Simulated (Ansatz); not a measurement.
Computed with Ansatz on PBE0-D4/def2-TZVP structures; ΔE is electronic, products minus reactants. CCSD(T)/CBS adds triple-zeta CCSD(T) − MP2 to the extrapolated MP2 energy (def2 sets, frozen cores). This one scheme is used for every species, atoms too. Functionals use def2-TZVPP. No spin–orbit coupling; open shells (•) take unrestricted orbitals. Spin–orbit coupling would lower the free atoms: a little for F, Si; clearly for Ge. Bonds to Ge are less sure, by a few kJ/mol each and by 10 to 20 or more in all where they break to atoms, as the def2 sets lack core-valence functions. Scalar relativity is left out up to krypton. One conformer a species, not always the lowest.

Reaction (atomization): `F[SiH](F)[NH][GeH3]` → 2 F• + Ge• + 5 H• + N• + Si•

`F[SiH](F)[NH][GeH3]`:

Cartesian coordinates in Å:
```
F 2.445 -0.302 -0.037
Si 1.292 0.470 0.741
F 1.263 1.904 0.058
N -0.215 -0.265 0.584
Ge -1.278 -0.383 -0.927
H 1.695 0.585 2.152
H -0.552 -0.773 1.388
H -2.619 0.320 -0.659
H -1.528 -1.865 -1.250
H -0.504 0.309 -2.051
```

| level | ΔE (kJ/mol) |
| --- | --- |
| PBE0 | 3399.6 |
| CCSD(T)/def2-TZVPP | 3400.8 |
| MP2/CBS(def2) | 3559.6 |
| CCSD/CBS(def2) | 3453.5 |

(1) What does CCSD(T)/CBS give? (Best estimate.)

Largest T1 diagnostic among the species: 0.012.

## Answers

(1) The calculation gave: +3499.6 kJ/mol. The listed levels differ from it by -100.0, -98.8, 60.0, -46.1 kJ/mol.

From PBE to PBE0 (25 % exact exchange), in def2-TZVPP and without D4, ΔE moves by −54.0 kJ/mol: exact exchange takes away binding that semilocal exchange gives to molecules. The D4 term adds +35.2 kJ/mol with B3LYP and +18.4 kJ/mol with PBE0; it sums over pairs of atoms, weighted by their polarisabilities, and B3LYP, whose exchange is more repulsive, gets the larger term. In def2-TZVPP, CCSD(T) changes the Hartree–Fock value by +881.3 kJ/mol (the triples alone add +46.2 kJ/mol) and MP2 by +941.3 kJ/mol; breaking electron pairs costs correlation energy, which Hartree–Fock lacks.

B3LYP here is the variant with VWN-RPA as its local correlation; programs differ in this.

For atomizations the MP2-based limit and the directly extrapolated one differ by several kJ/mol either way, and by 10 to 25 for some Ge, Se and Sn compounds, so smaller differences from it don't rank the levels.
